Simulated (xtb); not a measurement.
C₆H₈, triplet, from a rough starting geometry (a higher spin typed on purpose: for a closed-shell molecule this is an excited state); xtb with GFN2-xTB.

Input for xtb:
```
$ xtb mol.xyz --gfn 2 --uhf 2 --opt vtight --json

# file mol.xyz
14

C      0.44775236    -1.33153399     0.38501862
C      1.49072113    -0.51557075     0.03327578
C      1.22654063     0.91842182    -0.20726178
C     -0.00468056     1.38893636    -0.41814246
C     -1.16630990     0.43550896    -0.37917185
C     -0.94461656    -0.77544518     0.53679936
H      0.63746677    -2.35970633     0.57115199
H      2.45422756    -0.88604063    -0.06311256
H      2.13116135     1.50963503    -0.24126002
H     -0.16070641     2.35934765    -0.61935562
H     -1.33769834     0.08468554    -1.34657339
H     -2.13953348     0.99021807    -0.08370009
H     -1.71155456    -1.55673715     0.35927392
H     -0.99768056    -0.44803976     1.59720660
```

What does xtb print? Leave out banner, timings and long lists.


```
   ID    Z sym.   atoms
    1    6 C      1-6
    2    1 H      7-14

           -------------------------------------------------
          |                Calculation Setup                |
           -------------------------------------------------

           -------------------------------------------------
          |                 G F N 2 - x T B                 |
           -------------------------------------------------

          ...................................................
          :                      SETUP                      :
          :.................................................:
          :  # basis functions                  32          :
          :  # atomic orbitals                  32          :
          :  # shells                           20          :
          :  # electrons                        32          :
          :  max. iterations                   250          :
          :  Hamiltonian                  GFN2-xTB          :
          :  restarted?                      false          :
          :  GBSA solvation                  false          :
          :  PC potential                    false          :
          :  electronic temp.          300.0000000     K    :
          :  accuracy                    1.0000000          :
          :  -> integral cutoff          0.2500000E+02      :
          :  -> integral neglect         0.1000000E-07      :
          :  -> SCF convergence          0.1000000E-05 Eh   :
          :  -> wf. convergence          0.1000000E-03 e    :
          :  Broyden damping             0.4000000          :
          :  net charge                          0          :
          :  unpaired electrons                  2          :
          ...................................................

 iter      E             dE          RMSdq      gap      omega  full diag
   1    -17.0300784 -0.170301E+02  0.357E+00    2.56       0.0  T
   2    -17.0509729 -0.208945E-01  0.210E+00    2.59       1.0  T
   3    -17.0369081  0.140648E-01  0.116E+00    2.62       1.0  T
   4    -17.0354331  0.147500E-02  0.104E+00    2.57       1.0  T
   5    -17.0527214 -0.172883E-01  0.846E-02    2.58       1.0  T
   6    -17.0527662 -0.447815E-04  0.362E-02    2.57       1.0  T
   7    -17.0527664 -0.127899E-06  0.639E-03    2.58       4.2  T
   8    -17.0527668 -0.476152E-06  0.180E-03    2.57      14.8  T
   9    -17.0527669 -0.190724E-07  0.729E-04    2.57      36.7  T
  10    -17.0527669 -0.244544E-09  0.165E-04    2.57     162.0  T

   *** convergence criteria satisfied after 10 iterations ***

 transition dipole moment (au) for excitation:          16          17
     X       Y       Z
   0.0968  -1.1366   0.5277  total (au/Debye):    1.257   3.195
 dE (eV)             :    3.337
 oscillator strength :  0.18265E+00

         :::::::::::::::::::::::::::::::::::::::::::::::::::::
         ::                     SUMMARY                     ::
         :::::::::::::::::::::::::::::::::::::::::::::::::::::
         :: total energy             -16.744320545180 Eh    ::
         :: gradient norm              0.231889765591 Eh/a0 ::
         :: HOMO-LUMO gap              2.574871769826 eV    ::
         ::.................................................::
         :: SCC energy               -17.052753729535 Eh    ::
         :: -> isotropic ES            0.002954438773 Eh    ::
         :: -> anisotropic ES          0.003706535545 Eh    ::
         :: -> anisotropic XC          0.011271575346 Eh    ::
         :: -> dispersion             -0.008925813926 Eh    ::
         :: repulsion energy           0.308433184356 Eh    ::
         :: add. restraining           0.000000000000 Eh    ::
         :: total charge               0.000000000000 e     ::
         :::::::::::::::::::::::::::::::::::::::::::::::::::::

      -----------------------------------------------------------
     |                   =====================                   |
[...]
 * total energy  :   -16.7768577 Eh     change       -0.3141871E-03 Eh
 * total energy  :   -16.7770653 Eh     change       -0.2075918E-03 Eh
 * total energy  :   -16.7771934 Eh     change       -0.1281083E-03 Eh
 * total energy  :   -16.7773375 Eh     change       -0.1441257E-03 Eh
 * total energy  :   -16.7774214 Eh     change       -0.8388617E-04 Eh
 * total energy  :   -16.7774534 Eh     change       -0.3198667E-04 Eh
 * total energy  :   -16.7774614 Eh     change       -0.8026448E-05 Eh
 * total energy  :   -16.7774644 Eh     change       -0.3032598E-05 Eh
 * total energy  :   -16.7774656 Eh     change       -0.1220014E-05 Eh
 * total energy  :   -16.7774656 Eh     change        0.2733707E-09 Eh
 * total energy  :   -16.7774659 Eh     change       -0.2734835E-06 Eh
 * total energy  :   -16.7774659 Eh     change       -0.3556336E-07 Eh
   *** GEOMETRY OPTIMIZATION CONVERGED AFTER 16 ITERATIONS ***
         :: total energy             -16.777465948802 Eh    ::
[...]
        26                          0.2349102               6.3922
        27                          0.2503491               6.8123
        28                          0.2918979               7.9429
       ...                                ...                  ...
        32                          0.5792605              15.7625
      -------------------------------------------------------------
                  HL-Gap            0.1219004 Eh            3.3171 eV
             Fermi-level           -0.2906106 Eh           -7.9079 eV

     #   Z          covCN         q      C6AA      α(0)
     1   6 C        2.900    -0.055    29.368     8.886
     2   6 C        2.901    -0.037    28.916     8.817
     3   6 C        2.901    -0.037    28.915     8.817
     4   6 C        2.900    -0.055    29.367     8.885
     5   6 C        3.805    -0.045    21.382     6.583
     6   6 C        3.805    -0.045    21.382     6.583
     7   1 H        0.926     0.025     2.656     2.548
     8   1 H        0.926     0.026     2.650     2.546
     9   1 H        0.926     0.026     2.651     2.546
    10   1 H        0.926     0.025     2.656     2.549
    11   1 H        0.924     0.054     2.276     2.359
    12   1 H        0.924     0.033     2.545     2.495
    13   1 H        0.924     0.033     2.545     2.495
    14   1 H        0.924     0.054     2.276     2.359

 Mol. C6AA /au·bohr⁶  :       1893.476070
 Mol. C8AA /au·bohr⁸  :      44036.820331
 Mol. α(0) /au        :         68.466927

Wiberg/Mayer (AO) data.
largest (>0.10) Wiberg bond orders for each atom

 ---------------------------------------------------------------------------
     #   Z sym  total        # sym  WBO       # sym  WBO       # sym  WBO
 ---------------------------------------------------------------------------
     1   6 C    3.568 --     2 C    1.204     6 C    1.095     7 H    0.971
                             3 C    0.162
     2   6 C    3.930 --     3 C    1.540     1 C    1.204     8 H    0.967
                             4 C    0.162
     3   6 C    3.931 --     2 C    1.540     4 C    1.205     9 H    0.967
                             1 C    0.162
     4   6 C    3.569 --     3 C    1.205     5 C    1.095    10 H    0.971
                             2 C    0.162
     5   6 C    3.995 --     4 C    1.095    12 H    0.976    11 H    0.936
                             6 C    0.919
     6   6 C    3.995 --     1 C    1.095    13 H    0.976    14 H    0.936
                             5 C    0.919
     7   1 H    0.999 --     1 C    0.971
     8   1 H    0.999 --     2 C    0.967
     9   1 H    0.999 --     3 C    0.967
    10   1 H    0.999 --     4 C    0.971
    11   1 H    0.995 --     5 C    0.936
    12   1 H    0.999 --     5 C    0.976
    13   1 H    0.999 --     6 C    0.976
    14   1 H    0.995 --     6 C    0.936
 ---------------------------------------------------------------------------

Topologies differ in total number of bonds
Writing topology from bond orders to xtbtopo.mol

molecular dipole:
                 x           y           z       tot (Debye)
 q only:       -0.284      -0.041       0.021
   full:       -0.327      -0.048       0.024       0.843
molecular quadrupole (traceless):
                xx          xy          yy          xz          yz          zz
 q only:        0.713       0.164      -0.376      -0.070      -0.113      -0.337
  q+dip:        1.680       0.133       1.022      -0.370       0.247      -2.703
   full:        1.049       0.165       0.171      -0.215       0.255      -1.220

optimized geometry written to: xtbopt.xyz

           -------------------------------------------------
          | TOTAL ENERGY              -16.777465948802 Eh   |
          | GRADIENT NORM               0.000086224982 Eh/α |
          | HOMO-LUMO GAP               3.317079224940 eV   |
           -------------------------------------------------

normal termination of xtb
```
